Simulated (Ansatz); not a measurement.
[OsO3N]- (OsNO₃⁻). The state is a singlet with charge -1. Geometry PBE0-D4/def2-SVPD, basis def2-TZVPD, Ansatz.

```tsv
run	HOMO (eV)	LUMO (eV)
A	-1.59	1.95
B	-2.62	2.21
C	-5.32	3.76
D	-2.42	2.20
E	-3.02	2.58
```

In the def2 sets Os takes a core potential; there is no spin–orbit coupling. HSE06 is defined as in plane-wave codes, on full-range PBE exchange.

Q: The runs used HSE06, PBE, PBE0, r2SCANh, ωB97M-V. Estimate which is which.

A: A PBE (0 % exact exchange); B HSE06 (range-separated); C ωB97M-V (range-separated); D r2SCANh (10 % exact exchange); E PBE0 (25 % exact exchange). Exact exchange lowers occupied and raises empty levels; among semilocal functionals meta-GGAs tend to open the gap a little, and such runs are hard to tell apart. The gap grows from 3.54 eV (PBE) to 9.07 eV (ωB97M-V). The restricted singlet is unstable towards broken spin symmetry in Hartree–Fock (as tested in another run); at HSE06-D4/def2-TZVPD, ωB97M-V/def2-TZVPD, r2SCANh-D4/def2-TZVPD, PBE0-D4/def2-TZVPD this wasn't settled.
